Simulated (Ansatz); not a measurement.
Total energies of CH3FMoO2S (`C[O][Mo](=[O])([F])=[S]`).

```xyz
9

C    -1.405    0.572   -0.407
O     0.003    0.579   -0.350
Mo    1.393   -0.404    0.311
O     2.380    0.595    1.210
F     2.343   -1.194   -1.060
S     0.581   -1.876    1.581
H    -1.803   -0.298    0.121
H    -1.781    1.489    0.049
H    -1.712    0.537   -1.455
```

The species carries charge 0 and has multiplicity 1. Correlated methods include outer-core shells of Mo, which these sets cover unevenly. Mo takes the def2 core potential. Geometry: relaxed with PBE0-D4/def2-TZVP. It is one conformer, not always the lowest. Basis def2-TZVPP, Ansatz.

RPA on PBE orbitals: Hartree–Fock energy of these orbitals -753.96182 Eh, correlation -2.44687 Eh (frozen core).

| functional | energy without D4 (Eh) | D4 term (kJ/mol) |
| --- | --- | --- |
| HSE06 (plane-wave form) | -756.44381 | -19.9 |
| LC-ωPBE | -756.62421 | – |

Problem. Give the same for LDA (SPW92), PBE, revPBE, BLYP, r2SCAN, B97M-V, PBE0, B3LYP, r2SCANh, r2SCAN0, BHLYP, CAM-B3LYP, ωB97X-V, ωB97M-V, B2PLYP, PBE-QIDH. (Estimate.)

Solution. Computed: 
```csv
functional,energy without D4 (Eh),D4 term (kJ/mol)
LDA (SPW92),-753.40533,–
PBE,-756.51132,-24.7
revPBE,-756.84160,-66.1
BLYP,-756.88963,-52.9
r2SCAN,-756.82015,-6.0
B97M-V,-756.75751,–
PBE0,-756.46375,-21.1
B3LYP,-756.96636,-40.1
r2SCANh,-756.76488,-6.5
r2SCAN0,-756.68450,-7.2
BHLYP,-756.62708,-33.5
CAM-B3LYP,-756.78402,-21.8
ωB97X-V,-756.70501,–
ωB97M-V,-756.70640,–
B2PLYP,-756.54791,–
PBE-QIDH,-756.28241,–
```

B3LYP takes the VWN-RPA correlation (the form of Gaussian; ORCA's B3LYP/G). HSE06 is the plane-wave form, built on full-range PBE exchange. The double hybrids freeze the cores in their second-order part.

LC-ωPBE has ω = 0.4 bohr⁻¹.
